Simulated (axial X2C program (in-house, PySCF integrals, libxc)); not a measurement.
# NaTi: from the spin-free to the two-component result

Calculated with an in-house relativistic program for diatomic molecules. Spin-free means the one-electron spin-free X2C Hamiltonian; two-component (2c) means X2C with spin–orbit coupling and atomic mean-field two-electron Coulomb and Gaunt terms, so the difference of the two also holds small scalar two-electron terms. Basis: Ti dyall-cv3z [10s10p6d4f2g], Na dyall-cv3z [9s8p5d2f] (cores contracted in-house); Gaussian nuclei, density fitting, unrestricted open shells. Masses: Ti 47.948 u, Na 22.990 u.

Spin-free state: M_S = 3/2, Λ = 2 (beyond evenly filled blocks: π+α, π-α, δ+α); fragments Ti + Na.

```tsv
level	Re (Å)	ωe (cm⁻¹)	De (eV)	μ (D)
PBE0	3.036	152.1	0.589	1.81
CCSD	3.005	162.0	n/a	n/a
CCSD(T)	2.966	170.3	n/a	n/a
PBE	2.992	162.2	n/a	2.07
```

Correlated methods: 5 electrons correlated (number of frozen shells: Ti 3 s, 2 p; Na 2 s, 1 p), 303 virtual spin orbitals or spinors in MP2, 76 natural virtuals in coupled cluster.

Dipoles are positive if Na is the positive end.

Two-component determinant lowest at the distance of the search:

Ω = 1/2 (⟨Sz⟩ = -1.50, ⟨Lz⟩ = 2.00 at HF); fragments Ti + Na.

```csv
level,Re (Å),ωe (cm⁻¹),μ (D)
PBE0,3.036,152.0,1.80
CCSD,3.005,161.8,n/a
CCSD(T),2.966,170.3,n/a
PBE,2.992,162.1,2.06
```

Question: From the two tables, how do the constants change at the CCSD(T) level (2c against spin-free)?

Answer: At the CCSD(T) level Re is unchanged within 0.001 Å and ωe is unchanged to within 0.2 cm⁻¹.

One determinant describes the state; a PBE0 search over occupations chose it and may have missed a lower one. De is counted from the lowest determinant-based energies of the atoms at the same level, without counterpoise correction. De is not given where an atomic determinant may have missed its ground term or J level, or where the truncated virtual space spoils (T). Density functionals use the spin component along the axis (collinear). CCSD and (T) use frozen natural virtuals with an MP2 correction for the truncation; (T) itself is uncorrected, so its De runs slightly low. PBE0 can misorder states that lie within some tenths of an eV, so this need not be the ground state of the molecule. The nearest other spin-free determinant of the search, M_S = 3/2, Λ = 3, lies 0.07 eV up at the distance of the search. Without a current term, density functionals place determinants with orbital angular momentum somewhat too high. The atomic limit has a lower orbital projection than the molecule and lies lower at mean-field level, so De may be about a tenth of an eV too small. With several unpaired electrons one determinant need not be a pure state. The outer-core s and p shells of the metal are frozen in the correlated rows, which leaves out core–valence correlation; for alkali and alkaline-earth bonds that tends to lengthen them. At some level and bond length an empty orbital lies below a filled one. The determinant is spin-polarised beyond a pure state at some levels (its spin-free form has ⟨S²⟩ too high), which makes Re and μ there less reliable. The T1 diagnostic is large, a sign of multireference character.
